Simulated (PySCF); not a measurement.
# H5BSi2, SMILES `[H]/B=[SiH]\[SiH3]` (charge 0, multiplicity 1)

All values below come from PBE0-D3(BJ)/def2-TZVP (PySCF).

```json
{
  "HOMO": "-6.03 eV",
  "dipole_moment": "0.38 D",
  "HOMO–LUMO gap": "3.26 eV",
  "LUMO": "-2.77 eV",
  "total_energy": "-606.4678 Ha",
  "cost": "roughly 22 core-seconds"
}
```

Bonds (Å): B1–Si2 1.833, B1–H4 1.183, Si2–Si3 2.320, Si2–H5 1.484, Si3–H6 1.487, Si3–H7 1.487, Si3–H8 1.488. Bond angles (°): Si2–B1–H4 167.3, B1–Si2–Si3 107.4, B1–Si2–H5 117.2, Si3–Si2–H5 121.2, Si2–Si3–H6 112.5, Si2–Si3–H7 106.7, Si2–Si3–H8 111.2, H6–Si3–H7 109.5, H6–Si3–H8 108.3, H7–Si3–H8 108.6.
Charge 0, spin multiplicity 1.
